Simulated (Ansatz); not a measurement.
Isolated molecules relaxed with PBE0-D4/def2-TZVP in Ansatz; ΔE leaves out vibrations. CBS: MP2 limit from def2 TZ/QZ plus the TZ coupled-cluster correction, frozen cores. DFT in def2-TZVPP. HSE06 is defined as in plane-wave codes. Elements past krypton have def2 core potentials. For Sn outer-core shells are correlated without core-valence functions, which leaves a few kJ/mol of doubt a bond. One conformer a species, not always the lowest.

Consider the substitution at a C–C bond: `COC(C)OC` + `[OH][SnH]([OH])[OH]` → `C[O][SnH]([OH])[OH]` + `COCOC`.

Problem. Is it downhill or uphill in electronic energy at CCSD(T)/CBS, and by how much? (Estimate.)

Solution. The calculation gave: Uphill: ΔE = +71.1 kJ/mol.

Problem. What do these levels give: r2SCANh-D4, HSE06-D4, PBE0, r2SCANh, r2SCAN0, MP2/def2-SVP, HF/def2-TZVPP, MP2/def2-TZVPP, SCS-MP2/def2-TZVPP, CCSD/def2-TZVPP, CCSD(T)/def2-TZVPP, HF/def2-QZVPP? (Estimate.)

Solution. Ansatz gave: r2SCANh-D4 70.9, HSE06-D4 69.4, PBE0 69.0, r2SCANh 70.5, r2SCAN0 71.7, MP2/def2-SVP 66.2, HF/def2-TZVPP 59.9, MP2/def2-TZVPP 74.2, SCS-MP2/def2-TZVPP 67.9, CCSD/def2-TZVPP 68.4, CCSD(T)/def2-TZVPP 69.0, HF/def2-QZVPP 59.6 kJ/mol.

Largest T1 diagnostic among the species: 0.014.

From PBE to PBE0 (25 % exact exchange), in def2-TZVPP and without D4, ΔE moves by +3.1 kJ/mol. At CCSD(T), def2-SVP lies −11.2 kJ/mol from the extrapolated value and def2-TZVPP −2.1 kJ/mol. In def2-TZVPP, CCSD(T) changes the Hartree–Fock value by +9.1 kJ/mol (the triples alone add +0.6 kJ/mol) and MP2 by +14.3 kJ/mol.
